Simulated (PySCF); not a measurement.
SMILES C[Si](O)(O)S[SiH3], CAM-B3LYP/def2-SVP optimised geometry.

```
14

Si     1.50     0.79     0.00
S      0.93    -0.24    -1.80
Si    -1.22    -0.26    -1.60
C     -1.88    -1.92    -1.15
O     -1.83     0.21    -3.06
O     -1.64     0.78    -0.38
H      1.02     2.20     0.00
H      2.98     0.79     0.00
H      1.00     0.11     1.22
H     -2.98    -1.91    -1.18
H     -1.52    -2.69    -1.84
H     -1.57    -2.20    -0.13
H     -1.26     0.72    -3.64
H     -1.65     1.73    -0.56
```

Density from CAM-B3LYP/def2-TZVP run with PySCF at that geometry.

Minimum of the electron density along straight lines between bonded atoms, close to the bond critical point (lines longer than 1.1 times the sum of covalent radii, or with two minima, are not listed):

```csv
bond,length / Å,ρ at the minimum / e bohr⁻³,∇²ρ there / e bohr⁻⁵,position (fraction from the first atom)
Si1–S2,2.150,0.097,0.07,0.36
S2–Si3,2.163,0.098,0.06,0.64
Si3–C4,1.845,0.134,0.16,0.39
Si3–O5,1.654,0.138,0.77,0.41
Si3–O6,1.660,0.136,0.76,0.41
Si1–H7,1.488,0.122,0.14,0.49
Si1–H8,1.486,0.123,0.14,0.49
Si1–H9,1.484,0.124,0.13,0.49
C4–H10,1.101,0.267,-0.88,0.64
C4–H11,1.099,0.268,-0.89,0.64
C4–H12,1.099,0.268,-0.89,0.64
O5–H13,0.963,0.351,-2.39,0.81
O6–H14,0.963,0.351,-2.39,0.81
```
